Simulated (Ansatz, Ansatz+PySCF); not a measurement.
```xyz
2

Sc    0.0000    0.0000   -0.4881
O     0.0000    0.0000    1.2813
```

UHF on doublet ScO was run in several spherical basis sets with Ansatz (development build ahead of 0.2.0).

(1) Rank the basis sets by the total energy that they give, lowest first, with the distance from the lowest.
A. cc-pVDZ
B. 6-31G(d)
C. def2-SVP
D. cc-pVTZ
E. def2-TZVP

## Answers

(1) D (0.00 eV), E (0.39 eV), A (0.68 eV), B (2.72 eV), C (5.74 eV).

Totals follow the description of the cores as much as that of the bonds, so this order isn't one of quality for chemistry.
